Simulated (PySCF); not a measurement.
These compounds are isomers of formula C5H9NOSi.

A. `C[Si@H]1C=C(C(N)=O)C1`
B. `C[C@@H]1C=C(C(N)=O)[SiH2]1`
C. SMILES O=C1[SiH2]NCC(=C)C1
D. `C=N[Si@H]1C[C@@H](C=O)C1`
E. SMILES N#C[C@H]1[C@H]([SiH2]OC)C1

Spectrum 1. ¹³C{¹H} NMR (computed): δ 241.1 (C), 147.6 (C), 123.8 (CH2), 62.4 (CH2), 54.1 (CH2).

Spectrum 2. ¹³C{¹H} NMR (computed): δ 207.0 (CH), 174.9 (CH2), 43.3 (CH), 15.8 (CH2).

Spectrum 3. ¹³C{¹H} NMR (computed): δ 166.1 (CH), 165.3 (C), 150.1 (C), 27.3 (CH), 19.7 (CH3).

Spectrum 4. ¹³C{¹H} NMR (computed): δ 164.0 (C), 158.8 (C), 156.3 (CH), 20.6 (CH2), -2.6 (CH3).

Spectrum 5. ¹³C{¹H} NMR (computed): δ 127.0 (C), 54.1 (CH3), 17.4 (CH2), 7.8 (CH), -1.4 (CH).

Theory: GFN2-xTB geometry, shielding tensors at PBE0/pcSseg-1 (GIAO), in PySCF 2.14 (a single conformation, in vacuum, averaged over atoms made equivalent by symmetry, fast rotation or ring inversion, non-relativistic Hamiltonian).

Referencing at the same level of theory: ¹³C against TMS. Acid and N–H amide carbonyl carbons lie up to 10 ppm further downfield in solution (hydrogen bonding). Shifts are as computed. Against solution values, carbons near 30 ppm lie about +3 ppm off and those near 130 ppm about +5 ppm. Of 1309 compounds with measured shifts, 239 miss one by over three times the rms of a fit or turn the order of signals round; such compounds aren't used in these exercises. Groups on amide-type nitrogens are kept apart (slow C–N rotation).

Question: Which spectrum belongs to which compound?

Answer: 1–C, 2–D, 3–B, 4–A, 5–E.

- Spectrum 1 (C): 5 ¹³C signals; δC 147.6 is a fully substituted alkene carbon; δC 123.8 is a terminal =CH2 carbon.
- Spectrum 2 (D): 4 ¹³C signals; δC 207.0 is an aldehyde carbonyl carbon; δC 43.3 is an sp3 CH α to a carbonyl.
- Spectrum 3 (B): 5 ¹³C signals; δC 166.1 is a β carbon of a C=C–C=O unit; δC 165.3 is an amide carbonyl carbon.
- Spectrum 4 (A): 5 ¹³C signals; δC 164.0 is an amide carbonyl carbon; δC 158.8 is an α carbon of a C=C–C=O unit.
- Spectrum 5 (E): 5 ¹³C signals; δC 127.0 is a nitrile carbon; δC 54.1 is a methyl carbon bonded to O.
